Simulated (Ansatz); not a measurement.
Geometry optimisation, Ansatz 0.2.0, RKS PBE0-D4/def2-SVP.

input.yaml

```yaml
crystal:
  periodic: [false, false, false]
  atoms:
    - { symbol: B, position_ang: [-1.1107, -0.0007, 2.4915] }
    - { symbol: Se, position_ang: [0.8116, -0.2765, 2.2595] }
    - { symbol: Si, position_ang: [0.4221, -1.4369, 0.3178] }
    - { symbol: Si, position_ang: [-0.2181, -0.0447, -1.2592] }
    - { symbol: C, position_ang: [0.9209, 1.3412, -1.4832] }
    - { symbol: H, position_ang: [-1.662, 1.0069, 1.9827] }
    - { symbol: H, position_ang: [-1.7951, -0.7374, 3.0674] }
    - { symbol: H, position_ang: [1.7602, -2.0198, -0.1206] }
    - { symbol: H, position_ang: [-0.5287, -2.4853, 0.6094] }
    - { symbol: H, position_ang: [-0.4234, -0.786, -2.5001] }
    - { symbol: H, position_ang: [-1.6099, 0.4854, -0.8349] }
    - { symbol: H, position_ang: [1.94579, 0.94366, -1.81515] }
    - { symbol: H, position_ang: [0.54167, 1.97798, -2.22862] }
    - { symbol: H, position_ang: [1.05905, 1.88719, -0.53127] }
basis:
  gaussian: { orbitals: def2-SVP }
hamiltonian:
  xc: pbe0
  dispersion: d4
relax:
  f_tol: 0.015
  max_steps: 40
```

Run as:

```bash
$ ansatz run input.yaml --threads 2 --pin off --max-ram 3072MiB --backend cpu --events-out ev --progress --plain --runs-dir out
```

Where does it end, and by what steps?

It converged. After 18 steps the energy has fallen by 1.095 eV; H6 moved furthest, 1.54 Å.

| step | energy less start (eV) | largest force component (eV/Å) | accepted |
| --- | --- | --- | --- |
| 0 | 0.0000 | 2.787 | yes |
| 1 | -0.4003 | 0.865 | yes |
| 2 | -0.4228 | 0.456 | yes |
| 3 | -0.4495 | 0.047 | yes |
| 4 | -0.4601 | 0.081 | yes |
| 5 | -0.4711 | 0.131 | yes |
| 6 | -0.5265 | 0.482 | yes |
| 7 | -0.6031 | 0.849 | yes |
| 8 | -0.7093 | 0.859 | yes |
| 9 | -0.8425 | 0.707 | yes |
| 10 | -0.9149 | 0.642 | yes |
| 11 | -0.9869 | 0.565 | yes |
| 12 | -1.0419 | 0.287 | yes |
| 13 | -1.0635 | 0.303 | yes |
| 14 | -1.0868 | 0.195 | yes |
| 15 | -1.0924 | 0.163 | yes |
| 16 | -1.0942 | 0.026 | yes |
| 17 | -1.0931 | 0.048 | no |
| 18 | -1.0945 | 0.011 | yes |

```xyz
14
Properties=species:S:1:pos:R:3
B -1.078 0.234 2.542
Se 0.755 -0.201 2.242
Si 0.481 -1.536 0.368
Si -0.286 -0.165 -1.372
C 0.855 1.323 -1.534
H -1.313 0.951 3.481
H -1.950 -0.195 1.827
H 1.835 -2.100 0.072
H -0.443 -2.660 0.705
H -0.336 -0.949 -2.648
H -1.680 0.266 -1.037
H 1.876 1.006 -1.795
H 0.496 2.009 -2.316
H 0.900 1.873 -0.582
```

Time of the run: 120 s on 2 threads of Arm Neoverse V1, with other jobs on the host, peak memory 0.4 GiB.
